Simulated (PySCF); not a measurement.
# Continuum solvent and chemical shifts

Bonds (- single, = double, # triple, : aromatic): C1-C2, C2-O3, O3-C4, C4-F5, C4-F6, C4-O7, O7-C8. C1 carries H9, H10, H11; C2 carries H12, H13; C8 carries H14, H15, H16.

GIAO PBE0/pcSseg-1 in PySCF 2.14.0 with density-fitted response routines on one PBE0-D3(BJ)/def2-SVP conformer, non-relativistic, equivalent nuclei averaged. Solvents enter as an IEF-PCM continuum (dichloromethane with ε = 8.9, methanol with ε = 32.6) around the gas-phase geometry. Shifts are referred to TMS, CFCl3 computed in the same medium.

Gas phase, δ in ppm: C4 128.7, C2 62.4, C8 52.3, C1 18.1, F5/F6 -85.2, H12/H13 3.82, H14/H15/H16 3.50, H9/H10/H11 1.33. Dipole moment 2.34 D.

**Question.** How does each δ change in the continuum?

**Answer.** 
```
      atoms                              environment  Δδ, dichloromethane  Δδ, methanol
         C4           sp3 carbon bearing two oxygens                 +1.2          +1.3
         C2                      sp3 CH2 bonded to O                 +1.2          +1.4
         C8                methyl carbon bonded to O                 +1.3          +1.6
         C1                            methyl carbon                 +0.6          +0.7
      F5/F6                  fluorine of a CF2 group                 +1.1          +1.3
    H12/H13       hydrogen on an sp3 CH2 bonded to O                +0.14         +0.17
H14/H15/H16  hydrogen on a methyl carbon bonded to O                +0.14         +0.16
 H9/H10/H11              hydrogen on a methyl carbon                +0.02         +0.02
```

Changes are relative to the gas phase. The dipole moment becomes 2.78 D in dichloromethane, 2.85 D in methanol.

**Question.** Which of the listed nuclei move most (in ppm), and what does the model miss? (N and O are left out, as their reference compounds move with the solvent too.)

**Answer.** C8 (methyl carbon bonded to O, +1.6 ppm) in methanol. A continuum only polarises the solute; specific hydrogen bonds, the anisotropy of aromatic solvents and changes of geometry or conformer are outside it.
